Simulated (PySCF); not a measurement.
CH7GeNSi2, SMILES [SiH3][C]1[GeH2][SiH2]N=1. Coordinates come from a PBE-D3(BJ)/def2-SVP optimisation. This is a generated structure with no PubChem entry under its InChIKey; it may be hypothetical.

Computed equilibrium geometry at PBE-D3(BJ)/def2-SVP (PySCF confirms it by a frequency run) as Cartesian coordinates in Å, and its point group:
point group Cs.
```xyz
12

Si    -0.1039    -2.6443     0.0000
C     -0.3928    -0.7586     0.0000
N     -1.5694    -0.2143     0.0000
Si    -1.2589     1.5802     0.0000
Ge     1.0069     0.7531     0.0000
H     -1.3916    -3.4176     0.0000
H      0.7140    -2.9882     1.2172
H      0.7140    -2.9882    -1.2172
H     -1.8359     2.2474    -1.2207
H     -1.8359     2.2474     1.2207
H      1.9185     0.8750    -1.2592
H      1.9185     0.8750     1.2592
```
